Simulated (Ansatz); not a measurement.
The cluster Si2Se4. Total charge 0; singlet. Geometry PBE0-D4/def2-SVP; atoms count from 1.

```csv
atom,x (Å),y (Å),z (Å)
Si1,-0.5217,-1.1904,0.6780
Si2,0.5224,1.1907,-0.6769
Se3,1.5918,-0.6995,-0.0056
Se4,-1.2554,-2.8722,1.6346
Se5,-1.5918,0.6990,0.0046
Se6,1.2547,2.8725,-1.6347
```

The structure comes from a short search, and lower isomers may exist.

(1) Estimate the Mulliken populations from the PBE0/def2-TZVP orbitals of Ansatz.

(2) And the Mayer bond orders between bonded heavy atoms (over 0.3)?

Results:

(1) 
| atom | charge (e) |
| --- | --- |
| Si1 | 0.29 |
| Si2 | 0.29 |
| Se3 | -0.06 |
| Se4 | -0.23 |
| Se5 | -0.06 |
| Se6 | -0.23 |
Mulliken values and Mayer orders depend strongly on the basis.

(2) Si1–Se3 1.11 (2.27 Å); Si1–Se4 2.13 (2.07 Å); Si1–Se5 1.11 (2.27 Å); Si2–Se3 1.11 (2.27 Å); Si2–Se5 1.11 (2.28 Å); Si2–Se6 2.13 (2.07 Å).
